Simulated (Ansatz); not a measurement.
Ansatz results at the PBE0-D4/def2-TZVP geometry: LUMO energy (ωB97M-V/def2-TZVPP) 2.47 eV; HOMO–LUMO gap (ωB97M-V/def2-TZVPP) 12.05 eV; HOMO energy (PBE/def2-TZVPP) -5.61 eV.

Each molecule was computed in one conformer, which needn't be the lowest.

Problem. Which molecule gave them?
A. `CCSSCC`
B. `CCCCOC(C)(C)C`
C. `ClB(Cl)B(Cl)Cl`
D. `[Ag][I]`

Solution. B. The others give `ClB(Cl)B(Cl)Cl`: 0.11, 10.74, -7.12; `CCSSCC`: 2.04, 10.85, -5.46; `[Ag][I]`: -1.49, 7.32, -5.84.
